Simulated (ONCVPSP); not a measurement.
# Sm, ONCV: configuration errors across variants

- Element: samarium (Sm)
- Generator: ONCVPSP 4.0.1
- Type: optimised norm-conserving Vanderbilt (ONCV)
- Functional: LDA (Perdew-Wang 92)
- Relativity: scalar-relativistic
- Frozen core: [Kr] 4d10 4f5
- Valence charge: 11
- Reference configuration: 5s2 5p6 5d1 6s2
- Partial waves: 5s+6s: rc 2.40 bohr, ncon 4, nbas 7, qcut 4.3 1/bohr, 3 projectors, debl 0.8 Ha; 5p: rc 1.65 bohr, ncon 4, nbas 8, qcut 4.3 1/bohr, 1 projector; 5d: rc 2.30 bohr, ncon 5, nbas 9, qcut 3.5 1/bohr, 3 projectors, debl 0.5 Ha
- Local potential: polynomial inside 1.05 bohr (lpopt 5, dvloc0 1 Ha)
- Core correction: Teter function, fcfact 5.75, rcfact 1.75

All-electron excitation energies from the reference (eV): (1) 5s2 5p6 5d1 6s1 6.657; (2) 5s2 5p6 5d1 6s0 18.693; (3) 5s2 5p6 5d0 6s0 38.589; (4) 5s1 5p6 5d1 6s2 52.338.

A true bound ghost makes a file unfit for plane-wave use even where its test errors are small: the radial tests pick states by their node count and pass the ghost by.

Errors AE − PS in meV (a dash: test not solved or not reliable):

| change | (1) | (2) | (3) | (4) | bound ghosts | GHOST(+) flags above zero |
| --- | --- | --- | --- | --- | --- | --- |
| base | -2.2 | -8.2 | -107 | -299 | s, d, p | none |
| p: qcut 2.5 | -2.2 | -8.2 | -107 | -302 | s, d, p | none |
| p: qcut 3.1 | -2.2 | -8.0 | -107 | -294 | s, d, p | none |
| p: qcut 3.8 | -2.2 | -8.0 | -107 | -291 | s, d, p | none |
| p: qcut 4.6 | -2.2 | -8.4 | -108 | -310 | s, d, p | none |
| p: qcut 5.2 | -2.3 | -8.6 | -107 | -340 | s, d, p | none |
| p: qcut 5.6 | -2.3 | -9.0 | -108 | -359 | s, d, p | none |

(1) Give the same row for: p: qcut 6.5.

## Answers

(1) -2.4, -9.9, -110, -405; bound ghosts: s, d, p; GHOST(+) flags above zero: none.
